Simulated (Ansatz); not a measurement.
# One elementary step

Start structure (SnHCl$_{4}$F, singlet), relaxed at PBE0-D4/def2-TZVP:

```json
{"atom": "Sn1", "x (Å)": "-0.7714", "y (Å)": "-0.3405", "z (Å)": "0.2049"}
{"atom": "Cl2", "x (Å)": "1.0605", "y (Å)": "-0.3990", "z (Å)": "1.6150"}
{"atom": "Cl3", "x (Å)": "-0.3567", "y (Å)": "-1.5131", "z (Å)": "-1.7070"}
{"atom": "Cl4", "x (Å)": "-2.4616", "y (Å)": "-1.3979", "z (Å)": "1.3355"}
{"atom": "Cl5", "x (Å)": "-1.4196", "y (Å)": "1.8106", "z (Å)": "-0.1886"}
{"atom": "H6", "x (Å)": "2.1824", "y (Å)": "0.8052", "z (Å)": "-0.2327"}
{"atom": "F7", "x (Å)": "1.7663", "y (Å)": "1.0346", "z (Å)": "-1.0272"}
```

The step: SnCl₄ ([Cl][Sn]([Cl])([Cl])[Cl]) + HF → SnCl₃F ([F][Sn]([Cl])([Cl])[Cl]) + HCl; bonds formed: Sn1–F7, Cl2–H6; bonds broken: Sn1–Cl2, H6–F7. Program: Ansatz 0.2.0. Basis: def2-TZVPP and def2-QZVPP. Cores are frozen in the correlated methods. Filled d shells of the heavier atoms are correlated. Core potentials replace the inner electrons of the atoms past krypton. The def2 sets are not built for correlating such inner shells, so the correlated values are less sure here. Extrapolation: Hartree–Fock as exp(−7.88 √X), correlation as X^−2.97. Energies below are by CCSD(T) at an estimated basis limit (MP2 extrapolated from triple and quadruple zeta, plus CCSD(T) − MP2 in triple zeta).

**Question.** What are the electronic barrier and the energy of the step, from the start structure to the end structure? (An estimate is asked for; the value comes from the calculation.)

**Answer.** By the calculation: Barrier 88.0 kJ/mol; step energy 34.2 kJ/mol (uphill); reverse barrier, their difference, 53.7 kJ/mol. Barrier and step energy count from the start structure, the reverse barrier from the end structure.

The saddle point: One imaginary mode of 457i cm⁻¹.
```
   pair  start (Å)  saddle (Å)  end (Å)
 Sn1–F7       3.14        2.07     1.91
 Cl2–H6       2.47        1.50     1.29
Sn1–Cl2       2.31        2.66     3.84
  H6–F7       0.93        1.20     2.07
```

Zero-point energy (harmonic, PBE0-D4): ZPE is 41.7 kJ/mol at the start and 33.7 kJ/mol at the saddle, so the barrier goes from 88.0 to 79.9 kJ/mol.

No T1 diagnostic of these runs exceeds 0.012.

Labels in which every atom is bracketed show which atoms are joined, not bond orders.

For scale, one of the runs: CCSD(T)/def2-TZVPP, 263 basis functions, launched by `ansatz run in.yaml --threads 8 --pin off --events-out ev --progress --plain --max-ram 19148MiB`. Hardware: 8 CPU threads of an Intel Xeon, shared host. Wall time 4.5 min; peak host memory 6.6 GiB.
